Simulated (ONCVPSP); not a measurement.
Cs: ONCV pseudisation with LDA (Perdew-Wang 92), fully relativistic reference atom.

- Element: caesium
- Generator: ONCVPSP 4.0.1
- Type: optimised norm-conserving Vanderbilt (ONCV)
- Functional: LDA (Perdew-Wang 92)
- Relativity: fully relativistic
- Frozen core: [Kr] 4d10
- Valence charge: 9
- Reference configuration: 5s2 5p6 6s0.75 6p0.25
- Partial waves: 5s+6s: rc 3.00 bohr, ncon 5, nbas 9, qcut 3.3 1/bohr, 2 projectors; 5p+6p: rc 3.70 bohr, ncon 5, nbas 9, qcut 4 1/bohr, 2 projectors; d scattering state at 0.45 Ha: rc 3.90 bohr, ncon 4, nbas 8, qcut 2.4 1/bohr, 1 projector
- Local potential: polynomial inside 2.60 bohr (lpopt 1, dvloc0 1 Ha)
- Core correction: polynomial model core, fcfact 0.25

Open shells are filled in proportion to 2j + 1.

In the d channel the program set the typed energies aside and used 0.050 Ha (j = l + 1/2; the other j can differ).

Estimate the cutoffs (Ha) at which the residual kinetic energy of the hardest occupied pseudo-wave falls to 1 and 0.1 mHa per electron.

4.4 Ha and 9.9 Ha.

What does a ghost test show?

No bound ghost flagged; no localised positive-energy state flagged.

Tests: 5s2 5p6 6s1 6p0; 5s2 5p6 6s0 6p0; 5s2 5p6 6s0.5 6p0; 5s2 5p5 6s1 6p0. Which has the largest error in its energy relative to the reference configuration, and how large is it?

5s2 5p5 6s1 6p0, with -19 meV (all-electron minus pseudo) on +17.68 eV.
